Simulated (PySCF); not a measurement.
Fill in the blanks.

C3H2Se.
Numbering: `[CH:1]#[C:2][CH:3]=[Se:4]` (hydrogens: H5 on C1; H6 on C3)

```json
{"property": "point group", "level": "PBE0-D3(BJ)/def2-SVP", "value": "?"}
{"property": "rotational constants A, B, C", "level": "PBE0-D3(BJ)/def2-SVP", "value": "36.761, 2.119, 2.004 GHz"}
{"property": "dipole moment", "level": "CAM-B3LYP/def2-SVPD", "value": "?"}
{"property": "HOMO energy", "level": "CAM-B3LYP/def2-SVPD", "value": "-7.85 eV"}
{"property": "LUMO energy", "level": "CAM-B3LYP/def2-SVPD", "value": "?"}
{"property": "lowest singlet excitation", "level": "TDDFT CAM-B3LYP/def2-SVPD", "value": "1.66 eV (746 nm, f = 0.000)"}
{"property": "strongest line among the 10 lowest singlet transitions", "level": "TDDFT CAM-B3LYP/def2-SVPD", "value": "S3 at 4.23 eV (293 nm, f = 0.283)"}
{"property": "lowest triplet excitation (Tamm–Dancoff)", "level": "TDA CAM-B3LYP/def2-SVPD", "value": "1.20 eV"}
{"property": "static isotropic polarisability", "level": "CAM-B3LYP/def2-SVPD", "value": "?"}
{"property": "vertical ionisation energy", "level": "ΔSCF CAM-B3LYP/def2-SVPD", "value": "8.70 eV"}
{"property": "vertical electron affinity", "level": "ΔSCF CAM-B3LYP/def2-SVPD", "value": "1.49 eV"}
{"property": "electronic spatial extent ⟨r²⟩ about the centre of nuclear charge", "level": "CAM-B3LYP/def2-SVPD", "value": "541 bohr²"}
{"property": "13C chemical shifts (computed TMS as zero) by class", "level": "GIAO PBE0/pcSseg-1", "value": "259.4 (C3), 115.1 (C1), 92.4 (C2) ppm"}
{"property": "1H chemical shifts (computed TMS as zero) by class", "level": "GIAO PBE0/pcSseg-1", "value": "?"}
{"property": "isotropic shieldings of nuclei other than C and H, by class", "level": "GIAO PBE0/pcSseg-1", "value": "-1763 (Se4) ppm"}
{"property": "largest of the computed one-bond spin–spin couplings (means over like bonds)", "level": "B3LYP/pcJ-1 (pcSseg-1 on Se)", "value": "?"}
```

Electronic properties: PySCF, gas phase, density fitting. Geometry: PBE0-D3(BJ)/def2-SVP; no solvent, vibrations or thermal averaging. Relativistic effects, spin–orbit coupling among them, are left out although an element past zinc is present. Atoms bound to Se lack the heavy atom's spin–orbit term in their shielding, so their NMR values are less reliable.

**Question.** Give the 1H chemical shifts (computed TMS as zero) by class.

**Answer.** 11.43 (H6), 5.50 (H5) ppm.

**Question.** What are the largest of the computed one-bond spin–spin couplings (means over like bonds)?

**Answer.** 13C–1H +282.8 (C1–H5), 13C–13C +213.4 (C1–C2), 13C–1H +192.1 (C3–H6), 13C–13C +103.6 (C2–C3) Hz.

**Question.** The dipole moment?

**Answer.** 1.99 D.

**Question.** The point group?

**Answer.** Cs.

**Question.** What is the LUMO energy?

**Answer.** -2.29 eV.

**Question.** Give the static isotropic polarisability.

**Answer.** 69.1 au.

A dipole of 1.99 D is allowed in Cs, and pure rotational transitions are dipole-allowed. The principal polarisabilities are 42.1, 53.2 and 111.9 au; their mean is the isotropic value. −ε(LUMO) is 2.29 eV against a ΔSCF electron affinity of 1.49 eV. The dipole matches unit charges of opposite sign 0.41 Å apart (1 e·Å = 4.8032 D).
